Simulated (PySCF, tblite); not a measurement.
Isomers of C5H11ClO2S, one GFN2-xTB conformer each. Single-point energies are computed at PBE0/pcSseg-1 (PySCF, gas phase, no added dispersion term), electronic only.

Problem. Rank them by PBE0/pcSseg-1 energy, lowest first (kJ/mol).
A. `[CH3:1][CH2:2][CH2:3][C@H:4]([CH3:5])[S:6](=[O:7])(=[O:8])[Cl:9]` with C1–C2–C3–C4 180°, C2–C3–C4–C5 -73°, C3–C4–S6–O7 177°
B. `[CH3:1][CH:2]([CH3:3])[C@@H:4]([CH3:5])[S:6](=[O:7])(=[O:8])[Cl:9]` with C1–C2–C4–C5 76°, C2–C4–S6–O7 51°
C. `[CH3:1][CH:2]([CH3:3])[CH2:4][CH2:5][S:6](=[O:7])(=[O:8])[Cl:9]` with C1–C2–C4–C5 173°, C2–C4–C5–S6 -169°, C4–C5–S6–O7 48°

Solution. B (0.0), A (0.1), C (4.9).

Neighbours under 10 kJ/mol apart (CC(C)[C@@H](C)S(=O)(=O)Cl and CCC[C@H](C)S(=O)(=O)Cl; CCC[C@H](C)S(=O)(=O)Cl and CC(C)CCS(=O)(=O)Cl) can change places with a better method, another conformer or zero-point energy. GFN2-xTB itself gives, in the same order: 0.0, 6.0, 26.1. Both levels put the same isomer lowest; measured from each level's own lowest isomer, the values differ by up to 21.2 kJ/mol (CC(C)CCS(=O)(=O)Cl: 26.1 against 4.9).

Problem. Which frontier levels, dipoles and rotational constants go with these structures?

Solution. 
```
                   SMILES  HOMO (eV, PBE0/pcSseg-1)  LUMO (eV)  dipole (D)       A, B, C (MHz)
CC(C)[C@@H](C)S(=O)(=O)Cl                     -8.92      -1.26        4.53  2018, 820.6, 762.6
   CCC[C@H](C)S(=O)(=O)Cl                     -8.91      -1.26        4.80  1861, 695.9, 677.2
       CC(C)CCS(=O)(=O)Cl                     -8.98      -1.34        4.67  2069, 597.5, 576.4
```

Problem. What happens when harmonic zero-point energies from GFN2-xTB frequencies are added?

Solution. 
```
                   SMILES  ZPE (kJ/mol)  electronic (kJ/mol)  with ZPE (kJ/mol)
CC(C)[C@@H](C)S(=O)(=O)Cl         418.0                  0.0                0.0
   CCC[C@H](C)S(=O)(=O)Cl         418.2                  0.1                0.3
       CC(C)CCS(=O)(=O)Cl         417.9                  4.9                4.8
```

The zero-point energies span 0.3 kJ/mol. The order is unchanged.

Problem. As an exercise, what shares would exp(−E/RT) give at 1000 K from these electronic energies alone (no entropy, no degeneracies)?

Solution. RT = 8.314 kJ/mol: CC(C)[C@@H](C)S(=O)(=O)Cl 39.4 %, CCC[C@H](C)S(=O)(=O)Cl 38.8 %, CC(C)CCS(=O)(=O)Cl 21.9 %.
